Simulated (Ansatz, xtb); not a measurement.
**Relative energy of two isomers of C4H10P2Si**

We compare I, `CC1=CC[Si]1(P)P`, a singlet, with II, `C=C/C=C/[SiH](P)P`, a singlet. Both are isolated molecules in the gas phase, relaxed with PBE-D3(BJ)/def2-SVP; the shapes shown needn't be the lowest conformers.

I (Å):

```yaml
atoms:
  - { symbol: C, position_ang: [-1.6529, -1.4611, 0.6620] }
  - { symbol: C, position_ang: [-0.1791, -1.4227, 0.4441] }
  - { symbol: C, position_ang: [0.6228, -2.2524, -0.2848] }
  - { symbol: C, position_ang: [2.0695, -1.7863, -0.1910] }
  - { symbol: P, position_ang: [1.3761, 1.6833, -0.0804] }
  - { symbol: P, position_ang: [1.8058, -0.2336, 3.1257] }
  - { symbol: Si, position_ang: [1.3253, -0.3845, 0.8977] }
  - { symbol: H, position_ang: [-2.1266, -2.3244, 0.1496] }
  - { symbol: H, position_ang: [-1.8972, -1.5248, 1.7437] }
  - { symbol: H, position_ang: [-2.1371, -0.5329, 0.2903] }
  - { symbol: H, position_ang: [0.2837, -3.1326, -0.8714] }
  - { symbol: H, position_ang: [2.7536, -2.4978, 0.3180] }
  - { symbol: H, position_ang: [2.5282, -1.4925, -1.1592] }
  - { symbol: H, position_ang: [2.6236, 2.0431, 0.5501] }
  - { symbol: H, position_ang: [0.6007, 2.2762, 0.9823] }
  - { symbol: H, position_ang: [2.0984, -1.6415, 3.2442] }
  - { symbol: H, position_ang: [3.1838, 0.1127, 2.8786] }
```

II (Å):

```xyz
17

C    -1.6282   -1.8670   -1.9907
C    -0.7526   -1.1861   -1.2155
C    -0.7221    0.2640   -1.1036
C     0.1549    0.9685   -0.3370
P    -1.4865    3.6982   -1.4933
P    -0.1160    3.5208    2.0057
Si    0.1534    2.8308   -0.1596
H    -1.6164   -2.9657   -2.0482
H    -2.3849   -1.3385   -2.5939
H    -0.0042   -1.7420   -0.6222
H    -1.4766    0.8073   -1.7057
H     0.8995    0.3954    0.2495
H     1.4661    3.4153   -0.6171
H    -1.2682    5.0303   -0.9889
H    -2.5214    3.4266   -0.5256
H    -1.2131    2.6095    2.2183
H     0.8513    2.5814    2.5227
```

Estimate which is lower in electronic energy at CCSD(T)/def2-SVP + ΔMP2/def2-TZVPP, and by roughly how much.

The CCSD(T)/def2-SVP + ΔMP2/def2-TZVPP calculation puts structure I lower, by 6.2 kcal/mol.

Level by level:

| level | geometry | E(II) − E(I) (kcal/mol) | departure from the last row (kcal/mol) | job, with rough time for the two |
| --- | --- | --- | --- | --- |
| GFN2-xTB | GFN2-xTB | +3.8 | −2.4 | optimisation, 0.57 s |
| HF/STO-3G | GFN2-xTB | +24.5 | +18.3 | single point, 0.52 s |
| r2SCAN-D4/def2-SVP | GFN2-xTB | +6.0 | −0.2 | single point, 5.5 s |
| PBE-D3(BJ)/def2-SVP | PBE-D3(BJ)/def2-SVP | +8.3 | +2.1 | optimisation, 50 s |
| HF/def2-SVP | PBE-D3(BJ)/def2-SVP | +1.8 | −4.4 | part of the CCSD(T) run |
| MP2/def2-SVP | PBE-D3(BJ)/def2-SVP | +8.8 | +2.6 | part of the CCSD(T) run |
| CCSD(T)/def2-SVP | PBE-D3(BJ)/def2-SVP | +5.1 | −1.2 | single point |
| CCSD(T)/def2-SVP + ΔMP2/def2-TZVPP | PBE-D3(BJ)/def2-SVP | +6.2 |  | single point, 1.7 min |

As drawn, II has 1 C=C, 1 Si–H in place of 1 C–C, 1 C–Si, 1 C–H. Structure I has a 4-membered ring, II no ring.

The levels shown agree on the order. The largest departure from CCSD(T)/def2-SVP + ΔMP2/def2-TZVPP is that of HF/STO-3G, 18.3 kcal/mol. The last row adds to CCSD(T) the change of the MP2 difference between the two basis sets, here +1.2 kcal/mol.

With thermal terms from frequencies at re-optimised GFN2-xTB minima (ideal gas, soft modes damped towards free rotors, one conformer each, 298.15 K, 1 atm): the zero-point term adds −2.6 kcal/mol; ΔH is +3.8 and ΔG +3.5 kcal/mol.

The correlated steps freeze 19 core orbitals. Codes used: Ansatz 0.2.0, xtb 6.7.1; the last row on 4 threads of Arm Neoverse V1 on a shared host.
